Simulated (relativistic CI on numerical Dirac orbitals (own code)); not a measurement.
# Level scheme of V²⁺

Calculated at this level of theory: Dirac-Coulomb-Breit CI, orbitals from a KLI potential per configuration, model QED (radiative potential, 1s self-energy scaled to tabulated hydrogen-like ionisation energies), valence Slater integrals scaled by 0.85, P86 correlation estimate, and configurations built on the next ion tied to the tabulated ionisation energy (semi-empirical) (own radial code, finite nucleus).

CI space (outside the closed core [Ne] 3s2): 3p⁶3d³, 3p⁶3d²4s, 3p⁶3d²4p, 3p⁶3d²4d, 3p⁶3d²5s, 3p⁶3d²4f, 3p⁶3d4s², 3p⁶3d²5p, 3p⁶3d4s4p, 3p⁶3d²5d, 3p⁶3d²5f, 3p⁶3d²5g, 3p⁵3d⁴, 3p⁶3d4p², 3p⁶3d4s4d. Levels of other configurations are missing.

The lowest level is 3p⁶3d³ ⁴F3/2, with 100 % of that term; Hund's rules for 3p⁶3d³ give ⁴F with J = 3/2, in agreement.

```csv
No.,Configuration,Term,J,E (eV),%,Next component (%),Landé g
1,3p⁶3d³,⁴F,3/2,0.0000,100,,0.399
2,3p⁶3d³,⁴F,5/2,0.0159,100,,1.028
3,3p⁶3d³,⁴F,7/2,0.0376,100,,1.238
4,3p⁶3d³,⁴F,9/2,0.0644,100,,1.334
5,3p⁶3d³,⁴P,1/2,1.5529,100,,2.666
6,3p⁶3d³,²G,7/2,1.5606,100,,0.888
7,3p⁶3d³,⁴P,3/2,1.5620,99,1 ²P,1.732
8,3p⁶3d³,⁴P,5/2,1.5819,100,,1.601
9,3p⁶3d³,²G,9/2,1.5850,99,,1.110
10,3p⁶3d³,²P,1/2,2.0572,99,,0.670
11,3p⁶3d³,²P,3/2,2.0682,93,6 ²D,1.302
12,3p⁶3d³,²H,9/2,2.0777,99,,0.910
13,3p⁶3d³,²H,11/2,2.0961,100,,1.091
14,3p⁶3d³,²D,3/2,2.2286,93,6 ²P,0.833
15,3p⁶3d³,²D,5/2,2.2480,100,,1.200
16,3p⁶3d³,²F,7/2,3.5856,100,,1.143
17,3p⁶3d³,²F,5/2,3.5994,100,,0.857
18,3p⁶3d³,²D,5/2,5.4989,99,1 3p⁶3d²4d ²D,1.200
19,3p⁶3d³,²D,3/2,5.5107,99,1 3p⁶3d²4d ²D,0.799
20,3p⁶3d²4s,⁴F,3/2,5.9185,100,,0.399
21,3p⁶3d²4s,⁴F,5/2,5.9377,100,,1.028
22,3p⁶3d²4s,⁴F,7/2,5.9646,100,,1.238
23,3p⁶3d²4s,⁴F,9/2,5.9990,100,,1.334
24,3p⁶3d²4s,²F,5/2,6.5974,99,,0.857
25,3p⁶3d²4s,²F,7/2,6.6520,99,,1.143
26,3p⁶3d²4s,²D,5/2,7.5560,82,17 ⁴P,1.269
27,3p⁶3d²4s,²D,3/2,7.5669,92,8 ⁴P,0.870
28,3p⁶3d²4s,⁴P,1/2,7.6030,100,,2.670
29,3p⁶3d²4s,⁴P,3/2,7.6184,92,7 ²D,1.664
30,3p⁶3d²4s,⁴P,5/2,7.6465,83,17 ²D,1.532
```

Energies count from the lowest computed level.

The mean weight of the leading LS term, summed over parents, in these 30 levels is 98 %, and that of the leading jj configuration (from the same eigenvectors) 60 %, so LS coupling describes them better.

Configurations that consist of the next ion and one excited electron were tied to the tabulated ionisation energy; Rydberg ones are usually within 1,000 to 3,000 cm⁻¹ and the lowest ones within about 6,000 (9,000 in d shells), while levels on excited terms of the next ion carry the error of that term, and the other configurations can be misplaced by 10,000 cm⁻¹ or more. Rates follow the energies as ν³ (E1, M1) or ν⁵ (E2), so rates, branching and lifetimes can be off by large factors. The fine structure of a lone outer electron comes out too small, for d and f at times inverted, and misplaced configurations move strength between like terms. 62 of the 64 excited levels that our extract of the measured tables holds in this range could be paired (the sources list more); they are missed by 2924 cm⁻¹ on average and 5898 at most, and levels without a partner can miss by more.

Landé's interval rule says that E(J) − E(J−1) = AJ with one A. For the ground term the intervals give A = 51.4, 49.9, 48.0 cm⁻¹ for J = 5/2, 7/2, 9/2; the multiplet is regular.
